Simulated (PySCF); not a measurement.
Delta-SCF ions had no search for a lower state. Excitations are Tamm–Dancoff values on a coarser integration grid. The basis has no diffuse functions, so Rydberg states are missing or too high.

Z-matrix (Å, degrees):
```
C
N 1 1.2705
H 2 1.0202 1 110.02
N 1 1.3944 2 121.96 3 176.00
C 4 1.2660 1 118.72 2 52.27
H 5 1.0892 4 119.03 1 -176.26
H 5 1.0956 6 118.47 4 -179.95
H 1 1.0964 2 125.37 3 1.01
```
Charge 0, multiplicity 1.

### Question
Estimate the S1–T1 gap (TDA), S1 oscillator strength, T1 excitation (TDA), dipole moment, vertical ionisation energy (Delta-SCF), LUMO, total energy and HOMO that r2SCAN-D4/def2-TZVP (PySCF) returns for this input.

### Answer

```json
{
 "S1–T1 gap (TDA)": "0.86 eV",
 "S1 oscillator strength": "0.010",
 "T1 excitation (TDA)": "3.84 eV",
 "dipole_moment": "1.63 D",
 "vertical ionisation energy (Delta-SCF)": "9.86 eV",
 "LUMO": "-2.21 eV",
 "total_energy": "-5116.78 eV",
 "HOMO": "-6.66 eV"
}
```
